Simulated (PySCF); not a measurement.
Si(OMe)(NH2), CH5NOSi, SMILES CO[Si]N, PBE0/def2-SVP optimised geometry.

```
9

Si    -1.01    -1.40     0.00
O     -1.35     0.24     0.00
C     -0.51     1.36     0.00
H      0.14     1.39    -0.89
H     -1.12     2.28     0.00
H      0.14     1.39     0.89
N      0.72    -1.40     0.00
H      1.35    -0.60     0.00
H      1.23    -2.28     0.00
```

Density from PBE0/def2-TZVP (PySCF) at that geometry.

Minimum of the electron density along straight lines between bonded atoms, close to the bond critical point (lines longer than 1.1 times the sum of covalent radii, or with two minima, are not listed):

```
bond    length / Å  ρ at the minimum / e bohr⁻³  ∇²ρ there / e bohr⁻⁵  position (fraction from the first atom)
------  ----------  ---------------------------  --------------------  ---------------------------------------
Si1–O2       1.676                        0.126                     …                                     0.41
O2–C3        1.396                        0.266                     …                                     0.65
C3–H4        1.106                        0.275                 -0.94                                     0.64
C3–H5        1.101                        0.279                 -0.97                                     0.65
C3–H6        1.106                        0.275                 -0.94                                     0.64
Si1–N7       1.729                        0.127                     …                                     0.40
N7–H8        1.016                        0.330                 -1.61                                     0.74
N7–H9        1.015                        0.332                 -1.63                                     0.74
```

Task: Fill in the missing entries.

Result: 
- Si1–O2, ∇²ρ there / e bohr⁻⁵: 0.73
- O2–C3, ∇²ρ there / e bohr⁻⁵: -0.53
- Si1–N7, ∇²ρ there / e bohr⁻⁵: 0.58
